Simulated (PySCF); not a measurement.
Compound: C9H5F2N.
Geometry (GFN2-xTB, Å), atoms numbered from 1 in this order:
```xyz
17
C9H5F2N angstrom
N     -1.925    2.890    0.745
C     -1.333    1.959    0.448
C     -0.607    0.784    0.056
C     -1.437   -0.435   -0.314
C     -0.832   -1.556    0.078
C      0.376   -1.264    0.853
C      1.503   -0.371    0.222
C      1.304    0.178   -1.121
F      2.191   -0.048   -2.094
C      0.181    0.887   -1.238
C      0.417    0.215    1.065
F      0.622    0.814    2.256
H     -2.328   -0.343   -0.906
H     -1.164   -2.557   -0.126
H      0.724   -1.961    1.599
H      2.503   -0.551    0.584
H     -0.203    1.371   -2.115
```

Level of theory: PBE0/pcSseg-1 in PySCF (dipole) on a GFN2-xTB geometry, gas phase.

Take the most abundant isotopes and a rigid rotor. The values belong to one conformer with, in the numbering `[N:1]#[C:2][C@@:3]12[CH:4]=[CH:5][C@H:6]3[C@@H:7]([C:8]([F:9])=[CH:10]1)[C@@:11]23[F:12]`, C2–C3–C4–C5 -144°, C4–C5–C6–C7 -56°, C5–C6–C7–C8 1°, C6–C7–C8–F9 -124°.

Question: Give the principal moments of inertia and the rotational constants in cm⁻¹.

Answer: Ia = 355.90, Ib = 558.59, Ic = 618.75 u·Å²; 505379 MHz·u·Å²/I gives 1420, 904.7 and 816.8 MHz, that is A = 0.04737, B = 0.03018, C = 0.02724 cm⁻¹.

Question: What kind of rotor is it?

Answer: An asymmetric top; Ray's κ = -0.708.

Question: What does the inertial defect say?

Answer: Not planar: Δ = Ic − Ia − Ib = -295.74 u·Å². For a rigid frame Δ = −2 Σ m c², so Σ m c² = 147.87 u·Å² lies off the ab plane: 16.11 from hydrogen and 131.76 from heavier atoms. The atom farthest from that plane is 2.74 Å away.

Question: Give the other two planar moments, Paa and Pbb, and the rms extents of the mass along the axes.

Answer: Paa = Σ m a² = (Ib + Ic − Ia)/2 = 410.72 and Pbb = Σ m b² = (Ia + Ic − Ib)/2 = 208.03 u·Å². With the mass M = 165.04 u, the rms extents √(P/M) along a, b and c are 1.58, 1.12, 0.95 Å.

Question: Which lines would a microwave search look for?

Answer: The dipole components are |μa| = 3.49 D, |μb| = 1.80 D, |μc| = 2.09 D. The squared components, which scale the intensities, stand as 1.00 : 0.27 : 0.36 (a : b : c). Some lines, for components of 0.1 D or more:

| type | branch | J(Ka,Kc) | MHz | lower level (cm⁻¹) |
| --- | --- | --- | --- | --- |
| c | Q | 2(1,2) ← 2(0,2) | 438 | 0.172 |
| a | Q | 3(1,2) ← 3(1,3) | 527 | 0.354 |
| b | Q | 1(1,0) ← 1(0,1) | 603 | 0.057 |
| c | Q | 4(2,3) ← 4(1,3) | 1260 | 0.607 |
| a | Q | 5(1,4) ← 5(1,5) | 1299 | 0.856 |
| b | Q | 4(2,2) ← 4(1,3) | 1406 | 0.607 |
| c | Q | 5(3,3) ← 5(2,3) | 2560 | 0.946 |
| b | Q | 5(3,2) ← 5(2,3) | 2581 | 0.946 |
| b | Q | 4(3,1) ← 4(2,2) | 2688 | 0.653 |
| b | R | 3(1,2) ← 2(2,1) | 3744 | 0.247 |
| c | R | 2(1,1) ← 1(0,1) | 4134 | 0.057 |
| a | R | 3(1,3) ← 2(1,2) | 5026 | 0.187 |
| c | R | 2(2,1) ← 1(1,1) | 5165 | 0.075 |
| a | R | 4(3,1) ← 3(3,0) | 6909 | 0.513 |
| b | R | 5(0,5) ← 4(1,4) | 8192 | 0.577 |
| a | R | 5(0,5) ← 4(0,4) | 8433 | 0.569 |
| c | R | 4(2,2) ← 3(1,2) | 8445 | 0.372 |
| a | R | 5(1,4) ← 4(1,3) | 8774 | 0.607 |
| c | R | 4(3,2) ← 3(2,2) | 9707 | 0.419 |
| b | R | 4(3,1) ← 3(2,2) | 9712 | 0.419 |
| b | R | 5(3,2) ← 4(2,3) | 11486 | 0.649 |
| b | R | 5(4,2) ← 4(3,1) | 12523 | 0.743 |

Not checked by GFN2-xTB frequencies. Constants of a rigid frame at the computed geometry: no zero-point averaging, no centrifugal distortion. Quadrupole hyperfine structure (14N) is left out.
